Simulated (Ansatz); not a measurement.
```yaml
crystal:
  periodic: [false, false, false]
  atoms:
    - {symbol: S, position_ang: [-0.769750, 3.740794, -2.463116]}
    - {symbol: Sn, position_ang: [0.468989, 0.256096, 0.139781]}
    - {symbol: S, position_ang: [4.959145, -0.107969, 0.360988]}
    - {symbol: S, position_ang: [-1.478856, -3.354905, -1.780809]}
    - {symbol: S, position_ang: [-0.768433, 0.754361, 4.457750]}
    - {symbol: H, position_ang: [-2.954129, 2.601372, -3.087160]}
    - {symbol: H, position_ang: [5.067251, -1.312334, -1.873440]}
    - {symbol: H, position_ang: [-1.464631, -4.652991, 0.403122]}
    - {symbol: H, position_ang: [-2.892538, 1.988272, 3.810570]}
basis:
  gaussian: {orbitals: def2-TZVP}
hamiltonian: {xc: {name: BLYP}, pseudopotentials: {relativity: none}}
scf: {lower_state_search: light}
```

```sh
$ ansatz run in.yaml --threads 2 --pin off --events-out ev --progress --plain --max-ram 32768MiB --backend cpu
```

It prints (some lines left out):

```
Functional definition: BLYP
1608 factors; their error is unknown
mean field evaluation 1: about -49195.7694 eV, gradient 6.1e1 eV
mean field evaluation 2: about -48815.2749 eV, gradient 1.9e2 eV
mean field evaluation 4: about -49086.1502 eV, gradient 9.7e1 eV
mean field evaluation 8: about -49218.5691 eV, gradient 4.4e0 eV
mean field evaluation 16: about -49218.7577 eV, gradient 2.6e-5 eV
mean field -49218.75771818 eV, -1808.7559844709 hartree, gradient 5.6e-6 eV, S^2 0.000000; 10 other end points of the search recorded, 0 dependent functions left out
reference -49218.75833921 eV, -1808.7560072935 hartree; 45, 45 occupied and 177, 177 virtual orbitals, 1608 factors
Total energy: -49218.75833921 eV, -1808.7560072935 hartree
```

In this input the coordinates are in bohr but typed as ångström. Self-consistency was reached. The result belongs to that input, not to the molecule as meant.
